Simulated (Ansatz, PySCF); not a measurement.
Input for PySCF:
```python
from pyscf import gto, scf

mol = gto.M(
    atom='''
N    -0.000000   -0.000000   -0.435395
N     0.000000    0.000000    0.644830
H    -0.000000   -0.000000   -1.466046
''',
    basis='def2-tzvp',
    charge=1,
    spin=0,
    verbose=4,
)

mf = scf.RHF(mol)
mf.kernel()
```

**Question.** Write the same job for Ansatz (an electronic-structure program).

**Answer.** One answer among several that fit: 
Ansatz 0.2 input:
```yaml
crystal:
  periodic: [false, false, false]
  atoms:
    - {symbol: N, position_ang: [-0.00000000, -0.00000000, -0.43539476]}
    - {symbol: N, position_ang: [0.00000000, 0.00000000, 0.64482984]}
    - {symbol: H, position_ang: [-0.00000000, -0.00000000, -1.46604558]}
basis:
  gaussian:
    orbitals: def2-TZVP
hamiltonian:
  xc: hf
total_charge: 1
accuracy: high
```

Both were run: PySCF gave -109.182960 Eh and Ansatz -109.182960 Eh, 0.000 mEh apart.
